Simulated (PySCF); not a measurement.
From results back to the method.

Compound: CH7BN2O.
Cartesian coordinates in Å at the PBE0-D3(BJ)/def2-SVP level; atoms count from 1:
```xyz
12
CH7BN2O angstrom
N     -1.0484    1.4565    0.6627
B     -0.3366    0.2544    0.4407
N     -0.9612   -0.9712    0.1218
C      1.2578    0.2327    0.5378
O      1.8490   -0.9086   -0.0636
H     -2.0559    1.5274    0.6730
H     -0.5823    2.3320    0.8496
H     -0.3955   -1.8089    0.0807
H     -1.9568   -1.1289    0.0669
H      1.5444    0.2013    1.6043
H      1.7031    1.1732    0.1483
H      1.5643   -0.9172   -0.9832
```

The closed-shell ground state was solved 4 times with PySCF (density fitting, gas phase), always in the pcSseg-2 basis (278 functions), with these functionals: B3LYP, BP86, HF and KT3.

| row | total energy (Eh) | HOMO (eV) | LUMO (eV) | dipole (D) |
| --- | --- | --- | --- | --- |
| P | -250.5705 | -10.46 | 2.54 | 2.55 |
| Q | -252.0915 | -5.74 | -0.18 | 2.46 |
| R | -255.7937 | -5.70 | -0.52 | 2.39 |
| S | -252.1041 | -6.80 | 0.07 | 2.51 |

Which functional belongs to which row?

P = HF, Q = BP86, R = KT3, S = B3LYP. By rising HOMO–LUMO gap: KT3 (GGA) 5.18 eV; BP86 (GGA) 5.56 eV; B3LYP (global hybrid, 20 % exact exchange) 6.87 eV; HF (all exact exchange) 13.00 eV. Total energies of different functionals aren't bounds to one another; each is stationary for its own functional.

One conformer stands for the species.
